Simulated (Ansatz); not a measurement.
The cluster Ge₄H₅. The state is a doublet with charge 0. Geometry r2SCAN-D4/def2-SVP; atoms count from 1.

```csv
atom,x (Å),y (Å),z (Å)
Ge1,-1.132,-0.952,-0.556
Ge2,-1.459,0.071,1.645
Ge3,0.910,0.492,1.194
Ge4,0.722,0.479,-1.238
H5,0.242,1.828,-1.791
H6,-2.324,1.360,1.590
H7,-0.433,-2.315,-0.247
H8,1.610,-0.871,1.502
H9,1.863,-0.091,-2.101
```

The structure comes from a short search, and lower isomers may exist.

Problem. Estimate the Mulliken populations from the PBE0/def2-TZVP orbitals of Ansatz.

Solution. 
```
atom  charge (e)  spin (α − β)
 Ge1       -0.08          0.06
 Ge2        0.01          0.79
 Ge3       -0.08          0.06
 Ge4        0.00          0.00
  H5        0.03          0.01
  H6        0.03          0.05
  H7        0.03          0.00
  H8        0.03          0.00
  H9        0.03          0.03
```
Mulliken values depend strongly on the basis.

Problem. Where does the spin sit?

Solution. Summed by element: Ge 0.91, H 0.09, of 1 unpaired in all. Largest on single atoms: Ge2 0.79, Ge1 0.06, Ge3 0.06.

Problem. And the Mayer bond orders between heavy atoms (over 0.3)?

Solution. Ge1–Ge2 0.91 (2.45 Å); Ge1–Ge3 0.51 (3.05 Å); Ge1–Ge4 0.87 (2.44 Å); Ge2–Ge3 0.91 (2.45 Å); Ge3–Ge4 0.87 (2.44 Å).
